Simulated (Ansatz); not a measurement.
Consider the substitution at a C–B bond: `[SiH3]NCBCl` + H–F → `FCN[SiH3]` + `BCl`.

Gas-phase electronic energies from Ansatz, PBE0-D4/def2-TZVP geometries. CBS: MP2 limit from def2 TZ/QZ plus the TZ coupled-cluster correction, frozen cores. This one scheme is used for every species. Functionals use def2-TZVPP. B3LYP here is the variant with VWN-RPA as its local correlation; programs differ in this. One conformer a species, not always the lowest.

```tsv
level	ΔE (kcal/mol)	difference from CCSD(T)/CBS
PBE0-D4	11.3	-0.9
ωB97X-V	8.6	-3.6
ωB97M-V	10.0	-2.2
B2PLYP	8.4	-3.8
r2SCAN	9.1	-3.1
PBE0	9.9	-2.3
B3LYP	6.5	-5.7
HF/def2-TZVPP	4.4	-7.8
MP2/def2-TZVPP	12.9	0.7
SCS-MP2/def2-TZVPP	10.3	-1.9
CCSD/def2-TZVPP	10.3	-1.9
CCSD(T)/def2-TZVPP	10.8	-1.4
MP2/def2-QZVPP	13.7	1.5
SCS-MP2/def2-QZVPP	11.2	-1.0
HF/CBS(def2)	4.5	-7.7
MP2/CBS(def2)	14.3	2.1
CCSD(T)/CBS	12.2	0
```

Largest T1 diagnostic among the species: 0.012.

From PBE to PBE0 (25 % exact exchange), in def2-TZVPP and without D4, ΔE moves by +1.0 kcal/mol. The D4 term adds +2.4 kcal/mol with B3LYP and +1.4 kcal/mol with PBE0; it sums over pairs of atoms, weighted by their polarisabilities, and B3LYP, whose exchange is more repulsive, gets the larger term.
